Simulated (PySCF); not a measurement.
chlorine atom (Cl), doublet; BHANDHLYP/def2-TZVP (PySCF).

Here is a job for PySCF.
```python
from pyscf import gto, scf, dft

mol = gto.Mole()
mol.atom = '''
    Cl    0.00000000    0.00000000    0.00000000
'''
mol.basis = 'def2-tzvp'
mol.spin = 1
mol.verbose = 4
mol.build()

mf = dft.UKS(mol)
mf.xc = 'bhandhlyp'
mf.grids.atom_grid = (99, 590)
mf.grids.prune = None
mf.kernel()
```

### Question
Write the output that PySCF gives for this input, abridged.

### Answer

```
PySCF version 2.14.0

[INPUT] verbose = 4
[INPUT] num. atoms = 1
[INPUT] num. electrons = 17
[INPUT] charge = 0
[INPUT] spin (= nelec alpha-beta = 2S) = 1
[INPUT] symmetry False subgroup None
[INPUT] Mole.unit = angstrom
[INPUT] Symbol           X                Y                Z      unit          X                Y                Z       unit  Magmom
[INPUT]  1 Cl     0.000000000000   0.000000000000   0.000000000000 AA    0.000000000000   0.000000000000   0.000000000000 Bohr   0.0

nuclear repulsion = 0
number of shells = 13
number of NR pGTOs = 63
number of NR cGTOs = 37
basis = def2-tzvp
ecp = {}

******** <class 'pyscf.dft.uks.UKS'> ********
method = UKS
initial guess = minao
damping factor = 0
level_shift factor = 0
DIIS = <class 'pyscf.scf.diis.CDIIS'>
diis_start_cycle = 1
diis_space = 8
diis_damp = 0
SCF conv_tol = 1e-09
SCF conv_tol_grad = None
SCF max_cycles = 50
direct_scf = True
direct_scf_tol = 1e-13
number electrons alpha = 9  beta = 8
XC library pyscf.dft.libxc version 7.1.2
    S. Lehtola, C. Steigemann, M. J. T. Oliveira, and M. A. L. Marques,  SoftwareX 7, 1–5 (2018)
XC functionals = bhandhlyp
    A. D. Becke,  J. Chem. Phys. 98, 1372 (1993)
    Defined through Gaussian implementation.
radial grids:
    Treutler-Ahlrichs [JCP 102, 346 (1995); DOI:10.1063/1.469408] (M4) radial grids

becke partition: Becke, JCP 88, 2547 (1988); DOI:10.1063/1.454033
pruning grids: None
grids dens level: 3
symmetrized grids: False
atomic radii adjust function: <function treutler_atomic_radii_adjust>
User specified grid scheme (99, 590)
small_rho_cutoff = 0
Set gradient conv threshold to 3.16228e-05
tot grids = 58416
init E= -460.032718109721

cycle= 1 E= -460.151659111151  delta_E= -0.119  |g|= 0.0909  |ddm|= 0.518
cycle= 2 E= -460.155801837883  delta_E= -0.00414  |g|= 0.0226  |ddm|= 0.07
cycle= 3 E= -460.156062621281  delta_E= -0.000261  |g|= 0.00838  |ddm|= 0.0239
cycle= 4 E= -460.156090274714  delta_E= -2.77e-05  |g|= 0.00142  |ddm|= 0.00717
cycle= 5 E= -460.156091368567  delta_E= -1.09e-06  |g|= 8.92e-05  |ddm|= 0.00174
cycle= 6 E= -460.156091372984  delta_E= -4.42e-09  |g|= 1.69e-05  |ddm|= 0.000145
cycle= 7 E= -460.156091373141  delta_E= -1.57e-10  |g|= 1.68e-06  |ddm|= 2.17e-05
Extra cycle  E= -460.156091373143  delta_E= -2.39e-12  |g|= 6.35e-07  |ddm|= 2.57e-06
converged SCF energy = -460.156091373143  <S^2> = 0.75456017  2S+1 = 2.004555
```
